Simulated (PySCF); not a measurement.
C$_{2}$H$_{5}$Cl$_{2}$Si (SMILES [CH2][Si](C)(Cl)Cl), doublet, geometry from GFN2-xTB. Base run: DF-PBE/def2-SV(P) in PySCF.

Input for PySCF:
```python
from pyscf import gto, scf, dft

mol = gto.M(
    atom='''
C    -1.30812215   -1.52127764   -0.54406338
Si    0.01262226   -0.32473758   -0.06082586
C     1.73881233   -1.12320320    0.11087430
Cl   -0.46846581    0.51463813    1.72890142
Cl    0.13777144    1.13737520   -1.46996919
H    -1.54162794   -1.73775962   -1.57106094
H    -1.87363874   -2.07880668    0.18082678
H     1.73631846   -1.90049328    0.86868372
H     2.48251296   -0.38326933    0.39586340
H     2.05738669   -1.57068661   -0.82546441
''',
    basis='def2-sv(p)',
    spin=1,
    verbose=4,
)

mf = dft.UKS(mol)
mf.xc = 'pbe'
mf = mf.density_fit(auxbasis='def2-universal-jkfit')
mf.kernel()
```

Each row names what was changed in the base input (with any setting that the change needs).

```csv
change,E (Eh),HOMO (eV),dipole (D),<S^2>,core-seconds (rough),outcome
base,-1288.07817,-5.94,1.96,0.753,20,converged
functional = m062x,-1288.64185,-8.44,2.14,0.755,30,converged
functional = b3lyp; dispersion = d3zero,-1288.77699,-7.00,1.98,0.753,20,converged
functional = b3lyp5,-1288.52289,-6.91,1.98,0.753,20,converged
functional = b97m_v,-,-,-,-,-,cut at the time limit
functional = wb97m_v,-,-,-,-,-,cut at the time limit
"functional = pw91,pw91",-1288.63612,-5.99,1.95,0.753,30,converged
functional = tpss,-1288.80679,-6.14,2.03,0.754,50,converged
functional = scan,-1288.77185,-6.55,2.11,0.754,40,converged
functional = hf,-1286.21360,-11.02,2.21,0.760,3,converged
functional = b3lyp,-1288.76950,-7.00,1.98,0.753,20,converged
functional = r2scan,-1288.59716,-6.52,2.11,0.755,30,converged
functional = tpssh,-1288.78641,-6.72,2.08,0.755,40,converged
```

Total energies compare only within one method and basis.

Open shells are given as the SCF converged; they aren't shown to be the lowest states, and a large step between rows can be another state.
